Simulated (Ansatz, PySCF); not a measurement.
SiH2Cl2, SMILES Cl[SiH2]Cl.

The structure is a stationary point at B3LYP-D3(BJ)/def2-TZVP. The isomer is the one that the SMILES or the coordinates give; other isomers of the formula were not compared.

Vertical ionisation energy (IE) and electron affinity (EA) in eV. Rows of orbital energies are one-electron estimates. Where ΔSCF, EOM or ADC give a negative EA the extra electron is unbound and the value depends on the basis.

```
level                                                                      IE     EA
----------------------------------------------------------------------  -----  -----
−ε(HOMO), −ε(LUMO), CAM-B3LYP/def2-TZVPD (PySCF)                        10.53  -0.51
−ε(HOMO), −ε(LUMO), PBE/def2-TZVPD (PySCF)                               7.79   1.21
ADC(2)/aug-cc-pVDZ (PySCF)                                              11.35  -0.87
ΔSCF, ωB97X-V/def2-SVPD (Ansatz), final states of multiplicity 2 and 2  11.79  -1.63
ΔSCF, PBE/def2-SVPD (Ansatz), final states of multiplicity 2 and 2      10.87  -1.08
```

What vertical singlet–triplet gap does ΔSCF give with ωB97X-V/def2-SVPD (Ansatz, a program for electronic structure) and with PBE/def2-SVPD (Ansatz)? (The exact figures need the calculation; the answer reports its results.)

7.78 and 6.48 eV (triplet above singlet where positive).

Beyond the first one, list the lowest photoelectron lines from ADC(2)/aug-cc-pVDZ run with PySCF 2.14.0 with their pole strengths (two spins summed). (The exact figures need the calculation; the answer reports its results.)

11.51 eV (1.80), 11.89 eV (1.80), 12.01 eV (1.81), 14.00 eV (1.80), 14.09 eV (1.81).
